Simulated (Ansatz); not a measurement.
# One elementary step

Start structure (BN2H4Cl, singlet), relaxed at PBE0-D4/def2-TZVP:

```
atom    x (Å)    y (Å)    z (Å)
  B1  -0.3129   0.2178   0.0710
  N2   0.8027   0.8466  -0.5043
  N3  -0.3758  -1.1438   0.4073
  H4   0.3799  -1.7884   0.2623
 Cl5  -1.7570   1.2230   0.3992
  H6   0.8012   1.8241  -0.7280
  H7   1.6579   0.3698  -0.7252
  H8  -1.1960  -1.5492   0.8177
```

The step: BN₂H₄Cl ([NH2][B]([NH2])[Cl]) → BNHCl ([NH][B][Cl]) + NH₃ (still joined by a long B–N bond); bonds formed: N2–H4; bonds broken: N3–H4; bonds weakened to dative contacts: B1–N2. Program: Ansatz 0.2.0. Basis: def2-TZVPP and def2-QZVPP. Cores are frozen in the correlated methods. Extrapolation: Hartree–Fock as exp(−7.88 √X), correlation as X^−2.97. Energies below are by CCSD(T) at an estimated basis limit (MP2 extrapolated from triple and quadruple zeta, plus CCSD(T) − MP2 in triple zeta).

What are the electronic barrier and the energy of the step, from the start structure to the end structure? (Judge from chemistry; the value comes from the calculation.)

The calculation gives: Barrier 254.3 kJ/mol; step energy 189.5 kJ/mol (uphill); reverse barrier, their difference, 64.8 kJ/mol. Barrier and step energy count from the start structure, the reverse barrier from the end structure.

The saddle point: One imaginary mode of 1557i cm⁻¹.
```
 pair  start (Å)  saddle (Å)  end (Å)
N2–H4       2.78        1.24     1.02
B1–N2       1.40        1.56     1.60
N3–H4       1.00        1.39     2.35
```

Zero-point energy (harmonic, PBE0-D4): ZPE is 155.6 kJ/mol at the start and 144.6 kJ/mol at the saddle, so the barrier goes from 254.3 to 243.3 kJ/mol.

First-order rate constant out of the start structure at 298 K by transition-state theory, with harmonic vibrational free energies alone and no tunnelling: ΔA‡ = 244.5 kJ/mol, so k = (kB T/h) exp(−ΔA‡/kB T) ≈ 10^-30 s⁻¹ (an order of magnitude at best: rotation, the number of equivalent paths and anharmonicity are left out).

T1 diagnostic: at most 0.014.

Labels in which every atom is bracketed show which atoms are joined, not bond orders.

For scale, one of the runs: CCSD(T)/def2-TZVPP, 191 basis functions, launched by `ansatz run in.yaml --threads 2 --pin off --events-out ev --progress --plain --max-ram 4352MiB`. The run took 64 s on 2 CPU threads of an Arm Neoverse V1 (shared host), with 2.1 GiB of host memory at its peak.
